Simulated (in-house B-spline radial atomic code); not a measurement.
Orbital energies and mean radii along the 20-electron series, configuration 1s2 2s2 2p6 3s2 3p6 3d3/2(2). The effective charge is n√(-2ε), a non-relativistic measure. Computed with an all-electron radial atomic-structure program (B-spline basis): Dirac-Hartree-Fock, jj configuration that fills j = l - 1/2 first, finite nuclei.

```json
{"ion": "Ce38+", "Z": "58", "energy of 2s1/2 (Eh)": "-316.3", "mean radius of 2s1/2 (bohr)": "0.10368", "energy of 3d3/2 (Eh)": "-99.441", "mean radius of 3d3/2 (bohr)": "0.22367", "energy of 3p3/2 (Eh)": "-106.54", "mean radius of 3p3/2 (bohr)": "0.25695", "effective charge of 2s1/2": "50.303"}
{"ion": "Pr39+", "Z": "59", "energy of 2s1/2 (Eh)": "-330.13", "mean radius of 2s1/2 (bohr)": "0.10154", "energy of 3d3/2 (Eh)": "-104.3", "mean radius of 3d3/2 (bohr)": "0.21874", "energy of 3p3/2 (Eh)": "-111.57", "mean radius of 3p3/2 (bohr)": "0.25154", "effective charge of 2s1/2": "51.391"}
{"ion": "Nd40+", "Z": "60", "energy of 2s1/2 (Eh)": "-344.29", "mean radius of 2s1/2 (bohr)": "0.099477", "energy of 3d3/2 (Eh)": "-109.27", "mean radius of 3d3/2 (bohr)": "0.21402", "energy of 3p3/2 (Eh)": "-116.71", "mean radius of 3p3/2 (bohr)": "0.24635", "effective charge of 2s1/2": "52.482"}
{"ion": "Pm41+", "Z": "61", "energy of 2s1/2 (Eh)": "-358.81", "mean radius of 2s1/2 (bohr)": "0.09748", "energy of 3d3/2 (Eh)": "-114.36", "mean radius of 3d3/2 (bohr)": "0.20949", "energy of 3p3/2 (Eh)": "-121.96", "mean radius of 3p3/2 (bohr)": "0.24136", "effective charge of 2s1/2": "53.577"}
{"ion": "Sm42+", "Z": "62", "energy of 2s1/2 (Eh)": "-373.69", "mean radius of 2s1/2 (bohr)": "0.095546", "energy of 3d3/2 (Eh)": "-119.57", "mean radius of 3d3/2 (bohr)": "0.20514", "energy of 3p3/2 (Eh)": "-127.34", "mean radius of 3p3/2 (bohr)": "0.23656", "effective charge of 2s1/2": "54.676"}
{"ion": "Eu43+", "Z": "63", "energy of 2s1/2 (Eh)": "-388.92", "mean radius of 2s1/2 (bohr)": "0.093672", "energy of 3d3/2 (Eh)": "-124.9", "mean radius of 3d3/2 (bohr)": "0.20096", "energy of 3p3/2 (Eh)": "-132.83", "mean radius of 3p3/2 (bohr)": "0.23194", "effective charge of 2s1/2": "55.78"}
{"ion": "Gd44+", "Z": "64", "energy of 2s1/2 (Eh)": "-404.52", "mean radius of 2s1/2 (bohr)": "0.091854", "energy of 3d3/2 (Eh)": "-130.34", "mean radius of 3d3/2 (bohr)": "0.19694", "energy of 3p3/2 (Eh)": "-138.44", "mean radius of 3p3/2 (bohr)": "0.22749", "effective charge of 2s1/2": "56.887"}
{"ion": "Tb45+", "Z": "65", "energy of 2s1/2 (Eh)": "?", "mean radius of 2s1/2 (bohr)": "?", "energy of 3d3/2 (Eh)": "?", "mean radius of 3d3/2 (bohr)": "?", "energy of 3p3/2 (Eh)": "?", "mean radius of 3p3/2 (bohr)": "?", "effective charge of 2s1/2": "?"}
{"ion": "Dy46+", "Z": "66", "energy of 2s1/2 (Eh)": "?", "mean radius of 2s1/2 (bohr)": "?", "energy of 3d3/2 (Eh)": "?", "mean radius of 3d3/2 (bohr)": "?", "energy of 3p3/2 (Eh)": "?", "mean radius of 3p3/2 (bohr)": "?", "effective charge of 2s1/2": "?"}
{"ion": "Ho47+", "Z": "67", "energy of 2s1/2 (Eh)": "-453.56", "mean radius of 2s1/2 (bohr)": "0.086718", "energy of 3d3/2 (Eh)": "-147.38", "mean radius of 3d3/2 (bohr)": "0.18575", "energy of 3p3/2 (Eh)": "-155.99", "mean radius of 3p3/2 (bohr)": "0.21507", "effective charge of 2s1/2": "60.237"}
{"ion": "Er48+", "Z": "68", "energy of 2s1/2 (Eh)": "-470.67", "mean radius of 2s1/2 (bohr)": "0.085102", "energy of 3d3/2 (Eh)": "-153.29", "mean radius of 3d3/2 (bohr)": "0.18228", "energy of 3p3/2 (Eh)": "-162.08", "mean radius of 3p3/2 (bohr)": "0.21121", "effective charge of 2s1/2": "61.363"}
{"ion": "Tm49+", "Z": "69", "energy of 2s1/2 (Eh)": "-488.18", "mean radius of 2s1/2 (bohr)": "0.083531", "energy of 3d3/2 (Eh)": "-159.33", "mean radius of 3d3/2 (bohr)": "0.17894", "energy of 3p3/2 (Eh)": "-168.28", "mean radius of 3p3/2 (bohr)": "0.20748", "effective charge of 2s1/2": "62.494"}
{"ion": "Yb50+", "Z": "70", "energy of 2s1/2 (Eh)": "-506.09", "mean radius of 2s1/2 (bohr)": "0.082003", "energy of 3d3/2 (Eh)": "-165.48", "mean radius of 3d3/2 (bohr)": "0.17571", "energy of 3p3/2 (Eh)": "-174.61", "mean radius of 3p3/2 (bohr)": "0.20387", "effective charge of 2s1/2": "63.629"}
{"ion": "Lu51+", "Z": "71", "energy of 2s1/2 (Eh)": "-524.4", "mean radius of 2s1/2 (bohr)": "0.080515", "energy of 3d3/2 (Eh)": "-171.76", "mean radius of 3d3/2 (bohr)": "0.17258", "energy of 3p3/2 (Eh)": "-181.06", "mean radius of 3p3/2 (bohr)": "0.20038", "effective charge of 2s1/2": "64.77"}
{"ion": "Hf52+", "Z": "72", "energy of 2s1/2 (Eh)": "?", "mean radius of 2s1/2 (bohr)": "?", "energy of 3d3/2 (Eh)": "?", "mean radius of 3d3/2 (bohr)": "?", "energy of 3p3/2 (Eh)": "?", "mean radius of 3p3/2 (bohr)": "?", "effective charge of 2s1/2": "?"}
{"ion": "Ta53+", "Z": "73", "energy of 2s1/2 (Eh)": "-562.28", "mean radius of 2s1/2 (bohr)": "0.077654", "energy of 3d3/2 (Eh)": "-184.67", "mean radius of 3d3/2 (bohr)": "0.16664", "energy of 3p3/2 (Eh)": "-194.32", "mean radius of 3p3/2 (bohr)": "0.19372", "effective charge of 2s1/2": "67.069"}
```

Question: Fill in the row of Tb45+.

Answer: energy of 2s1/2 (Eh): -420.49; mean radius of 2s1/2 (bohr): 0.090091; energy of 3d3/2 (Eh): -135.9; mean radius of 3d3/2 (bohr): 0.19307; energy of 3p3/2 (Eh): -144.17; mean radius of 3p3/2 (bohr): 0.2232; effective charge of 2s1/2: 57.999.

Question: Fill in the row of Dy46+.

Answer: energy of 2s1/2 (Eh): -436.83; mean radius of 2s1/2 (bohr): 0.08838; energy of 3d3/2 (Eh): -141.58; mean radius of 3d3/2 (bohr): 0.18934; energy of 3p3/2 (Eh): -150.02; mean radius of 3p3/2 (bohr): 0.21906; effective charge of 2s1/2: 59.116.

Question: Fill in the row of Hf52+.

Answer: energy of 2s1/2 (Eh): -543.13; mean radius of 2s1/2 (bohr): 0.079066; energy of 3d3/2 (Eh): -178.15; mean radius of 3d3/2 (bohr): 0.16956; energy of 3p3/2 (Eh): -187.63; mean radius of 3p3/2 (bohr): 0.197; effective charge of 2s1/2: 65.917.

Question: How does the screening of 2s1/2 change?

Answer: Z less the effective charge goes from 7.70 at Z = 58 to 5.93 at Z = 73.
